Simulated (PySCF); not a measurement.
IO₃F: from structure and modes to constants

Level of theory: PySCF, PBE0, basis I def2-SVP with ECP28, O def2-SVP, F def2-SVP (scalar-relativistic core potentials, no spin–orbit coupling, density fitting).

The singlet minimum has C1 symmetry. Masses (u): I 126.90447, O 15.99492, F 18.99840.

```xyz
5
charge 0 multiplicity 1, angstrom
I    -0.1003    0.0162   -0.2310
O     0.7414   -1.7719    0.2291
O     1.4231   -0.5591    0.8302
O    -1.6048   -0.0696    0.7098
F     0.2154    1.9270    0.0645
```

Harmonic wavenumbers (cm⁻¹): 149.9 (a, ×1), 184.4 (a, ×1), 265.9 (a, ×1), 285.0 (a, ×1), 507.4 (a, ×1), 596.0 (a, ×1), 634.3 (a, ×1), 893.7 (a, ×1), 915.3 (a, ×1).

Find the principal moments of inertia and the rotational constants. What kind of rotor is it?

About the centre of mass I = 98.248, 163.86, 212.27 u Å². With B = 16.8576/I this gives 0.1716, 0.1029, 0.07942 cm⁻¹. The molecule is an asymmetric top with κ = -0.49.

What is the harmonic zero-point energy?

Half the sum of all 9 wavenumbers, 4432/2 = 2216 cm⁻¹, which is 26.5 kJ/mol (1 cm⁻¹ = 0.0119627 kJ/mol).

Find the vibrational entropy and heat capacity at 298.15 K.

With u = 1.43878 ω/T, each mode gives S = R[u/(eᵘ−1) − ln(1−e⁻ᵘ)] and C = R u² eᵘ/(eᵘ−1)².
```
ω (cm⁻¹)      u  S (J/(mol K))  C (J/(mol K))
   149.9  0.723          11.19           7.96
   184.4  0.890           9.55           7.79
   265.9  1.283           6.79           7.26
   285.0  1.375           6.29           7.12
   507.4  2.448           2.68           5.16
   596.0  2.876           1.91           4.35
   634.3  3.061           1.65           4.02
   893.7  4.312           0.60           2.13
   915.3  4.417           0.55           2.01
```
The sums over all modes are S = 41.2 and C = 47.8 J/(mol K); the softest mode gives 27 % of the entropy.

Give the standard entropy (298.15 K, 1 bar) by its translational, rotational, vibrational and spin parts, and Cp.

Sackur–Tetrode with M = 193.89 u gives 174.5; rotation with symmetry number 1 gives 111.1; vibration 41.2; spin R ln 1 = 0.0. The total is 326.8 J/(mol K), and Cp = 4 R + 47.8 = 81.1 J/(mol K).

This need not be the most stable arrangement of these atoms.
